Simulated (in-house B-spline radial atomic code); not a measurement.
A calculation on Ba³⁺: its settings, and results tabulated from the run. Computed with a B-spline radial code for spherical atoms: Dirac-Kohn-Sham LC-wPBE, spherical fractional occupations, Fermi nucleus of rms radius 4.8378 fm.

Command:
```bash
python run_scf.py task.json out
```
Settings (nuclear radius in fm, mass in u):
```
Z                56
configuration    [Kr] 4d10 5s2 5p5
hamiltonian      dirac
method           lc_wpbe
spin_polarised   False
nucleus          fermi
rms_radius       4.8378
atomic_mass      137.90525
speed_of_light   137.035999084
```

Output (hartree, bohr):
```
 radial grid: 73 intervals, B-splines of order 8, outer radius 39.1892 bohr

 iter        energy (Eh)    residual
    1       -8128.212911    5.61e-01
    2       -8133.672081    3.81e-01
    3       -8136.729995    7.46e-02
    4       -8136.861474    2.31e-02
    5       -8136.867792    8.79e-03
    6       -8136.869399    1.28e-03
    7       -8136.869411    1.52e-04
    8       -8136.869412    1.85e-05
    9       -8136.869412    9.66e-07
   10       -8136.869412    5.65e-08

 total energy                     -8136.86941
 kinetic                            8685.6268
 electron-nucleus                 -19738.5565
 Hartree                            3113.2958
 exact exchange                      -11.4466
 exchange-correlation               -185.7891

 first-order corrections (not in the total)
   Gaunt                             7.3155
   retardation                      -0.7601
   frequency dependence             -0.0770
   self-energy                       5.0071
   Uehling                          -0.7160
   Wichmann-Kroll                    0.0180
   recoil                            0.0215

 orbital      occ     eigenvalue          <r>       <r^2>       <1/r>     <1/r^3>       r_max    small
 1s1/2      2.000     -1369.2327    0.0255783  0.00088837     60.7029           -     0.01642  4.28e-02
 2s1/2      2.000      -217.3289     0.109286   0.0141477      14.253           -     0.09301  9.24e-03
 2p1/2      2.000      -204.7690    0.0919337     0.01041     14.2337           -     0.07108  9.27e-03
 2p3/2      4.000      -190.7428    0.0979282   0.0116811      12.989     6362.55     0.07615  8.75e-03
 3s1/2      2.000       -46.8138     0.291535   0.0972568     5.12233           -      0.2665  2.79e-03
 3p1/2      2.000       -41.5428     0.281482   0.0920844     5.03307           -      0.2531  2.73e-03
 3p3/2      4.000       -38.8311     0.293368   0.0998102     4.72486     1255.67      0.2642  2.59e-03
 3d3/2      4.000       -29.5904     0.264348   0.0825837     4.58482     202.552      0.2134  2.47e-03
 3d5/2      6.000       -29.0125     0.268086   0.0847931     4.50609     185.612      0.2165  2.43e-03
 4s1/2      2.000       -10.1319      0.67379    0.512343     2.10156           -      0.6255  8.40e-04
 4p1/2      2.000        -8.2146     0.696862    0.552421     1.99596           -      0.6377  7.75e-04
 4p3/2      4.000        -7.6500     0.723832    0.595801     1.89653     262.049      0.6616  7.31e-04
 4d3/2      4.000        -4.5026     0.793114     0.73052     1.67234     34.4721      0.6907  5.91e-04
 4d5/2      6.000        -4.4062       0.8029    0.748542     1.64774     31.5881      0.6986  5.79e-04
 5s1/2      2.000        -2.3366      1.61349     2.91669    0.819275           -       1.465  1.82e-04
 5p1/2      1.667        -1.7251      1.78526     3.58565    0.733494           -       1.599  1.50e-04
 5p3/2      3.333        -1.6381      1.85288     3.86045    0.702155     39.4843       1.661  1.41e-04
```

Run time, properties included: 6.3 s on 1 thread of Arm Neoverse V1, with other jobs on the host.

For the Dirac Hamiltonian the kinetic term is c α·p + (β - 1)c².

Caution: exact exchange at fractional occupations of open shells leaves self-interaction of up to several eV.
